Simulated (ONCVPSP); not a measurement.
## Building the ONCV potential for Pm (PBE, scalar-relativistic).

Pm (Z = 61), optimised norm-conserving Vanderbilt (ONCV), made with ONCVPSP 4.0.1 (PBE, scalar-relativistic). Core [Kr] 4d10, reference 4f5 5s2 5p6 6s1 6p1. Waves: 5s+6s: rc 2.05 bohr, ncon 3, nbas 7, qcut 6.8 1/bohr, 2 projectors; 5p+6p: rc 2.80 bohr, ncon 3, nbas 6, qcut 4.2 1/bohr, 2 projectors; d scattering state at 0.3 Ha: rc 3.05 bohr, ncon 4, nbas 9, qcut 2.7 1/bohr, 3 projectors, debl 3.4 Ha; 4f: rc 1.60 bohr, ncon 5, nbas 10, qcut 12.5 1/bohr, 3 projectors, debl 0.3 Ha. Local part: polynomial inside 1.30 bohr (lpopt 5, dvloc0 0 Ha). Core correction: Teter function fitted to the true core (icmod 2), fcfact 0.45.

All-electron outer shells of the reference configuration (PBE, scalar-relativistic, ld1.x):

```csv
shell,level (eV),outermost node (bohr),outermost maximum (bohr)
4d,-123.98,0.29,0.60
5s,-43.15,0.70,1.29
5p,-23.93,0.75,1.46
6s,-4.23,1.73,3.68
4f,-3.38,–,0.64
6p,-1.78,2.08,4.96
```

(1) Is a potential produced?

Results:

(1) No. ONCVPSP 4.0.1 stopped with "oncvpsp: lschvkbb ERROR 2 0 100": the bound-state solver with the separable projectors failed.
